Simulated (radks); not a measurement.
Rh+, 44 electrons, occupied as [Kr] 4d8 (the NIST ground configuration). Calculated with a radial shooting solver on a logarithmic mesh with Libxc functionals: scalar-relativistic Kohn-Sham, PBE, spin-polarised, spherical densities, finite nucleus; open shells are filled with parallel spins first (spin-orbit coupling, left out, can overturn this in heavy ions); Fermi nuclear charge, rms radius 4.4945 fm; hard spherical wall at 15 bohr.

Normalised radial functions P(r) = r R(r), r in bohr:

```
   r/bohr * 4s down, o 4p up, + 4p down (the largest magnitude, 1.06, reaches the edge; | marks zero, & curves that meet)
 0.002653                             & *
 0.004087                             &  *
 0.006295                             &    *
 0.009697                             |&    *
  0.01506                             | &   *
  0.02319                             |   & *
  0.03572                             | *   &
  0.05503                        *    |        &
  0.08476                   *         |        &
   0.1306                      *      |  &
   0.2011                    &        |       *
   0.3098              &              |               *
   0.4771                           * |&
    0.735  *                          |                      &
    1.141    *                        |                         &
    1.758                     *       |          +o
    2.708                            *| &
    4.171                             &
    6.424                             &
    9.895                             &
```

4s down: eigenvalue -89.459 eV, 3 radial nodes at r = 0.0411, 0.165, 0.465 bohr, <r> = 0.980 bohr, 90 % of the charge inside 1.43 bohr. 4p up: eigenvalue -58.748 eV, 2 radial nodes at r = 0.147, 0.472 bohr, <r> = 1.08 bohr, 90 % of the charge inside 1.61 bohr. 4p down: eigenvalue -57.386 eV, 2 radial nodes at r = 0.147, 0.472 bohr, <r> = 1.08 bohr, 90 % of the charge inside 1.60 bohr.
